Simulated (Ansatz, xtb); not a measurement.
**CH3OSn: where a starting geometry ends**

The starting geometry of this gas-phase doublet was built from a drawn formula by distance geometry and a force field; its bonds are those of `[CH]1[O][SnH2]1`.

| atom | x (Å) | y (Å) | z (Å) |
| --- | --- | --- | --- |
| C | -2.4581 | 0.7702 | 3.0328 |
| O | -2.4960 | 1.1634 | 1.7325 |
| Sn | -3.8957 | -0.3564 | 1.9730 |
| H | -3.0256 | 1.5371 | 3.6955 |
| H | -5.4904 | 0.3412 | 1.6098 |
| H | -3.2896 | -1.7341 | 0.9988 |

Predict what becomes of its bonds when it is optimised with r2SCAN-D4/def2-SVP.

A bond breaks, leaving `O=[CH][SnH2]`. Distances that change by over a tenth: C1–O2 (1.36 → 1.20 Å). Contacts that open: O2–Sn3 (2.08 → 3.05 Å).

The energy falls by 1.80 eV over 22 steps:

| step | E − E(last) (eV) |
| --- | --- |
| 1 | 1.800 |
| 3 | 1.184 |
| 6 | 0.424 |
| 8 | 0.096 |
| 10 | 0.075 |
| 13 | 0.051 |
| 15 | 0.011 |
| 17 | 0.002 |
| 20 | 0.000 |
| 22 | 0.000 |

Final geometry (Å):

```
atom    x (Å)    y (Å)   z (Å)
   C  -2.8340   1.0995  2.7089
   O  -2.9815   2.2408  2.3724
  Sn  -4.3068  -0.5030  2.1601
   H  -1.9571   0.7797  3.3403
   H  -5.1518   0.0357  0.7487
   H  -3.4243  -1.9312  1.7120
```

From the same start GFN2-xTB reaches the same bonding as this run.

No frequencies were run, so the end isn't proven a minimum. Open shells are spin-unrestricted. Atoms past krypton carry core potentials, without spin–orbit terms. Run with Ansatz 0.2.0, 2.9 min on 1 thread of Arm Neoverse V1 (shared host).
